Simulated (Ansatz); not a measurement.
Species: BNH4, charge 0, singlet. BNH4 (SMILES NB).
B3LYP-D3(BJ)/def2-TZVP minimum from Ansatz (a quantum-chemistry and plane-wave program):
```
B
N 1 1.3876
H 2 1.0069 1 123.31
H 2 1.0069 3 113.37 1 180.00
H 1 1.1928 2 119.04 3 0.00
H 1 1.1928 5 121.92 2 180.00
```
Charge 0, spin multiplicity 1.

Hartree-Fock and MP2 correlation energies in hartree (Ansatz). Radicals and triplets start from unrestricted determinants; spin-orbit coupling is neglected. Cores are frozen in correlated methods. No relativity.

```tsv
basis	X	E(HF)	E(corr, MP2)
cc-pVTZ	3	-81.52660	-0.32764
cc-pVQZ	4	-81.53287	-0.34957
cc-pV5Z	5	-81.53437	withheld
```

Q: Fit E(corr) = E∞ + A/X³ to X = 3 and 4, predict X = 5, and compare with the run.

A: A = (-0.32764 - (-0.34957))/(1/27 - 1/64) = 1.0242; E∞ = -0.34957 - A/64 = -0.36557; at X = 5, E∞ + A/125 = -0.35738. The run gave -0.35787, 0.49 mEh below the prediction. The same form on X = 4 and 5 gives E∞ = -0.36658, 1.01 mEh below the first estimate.
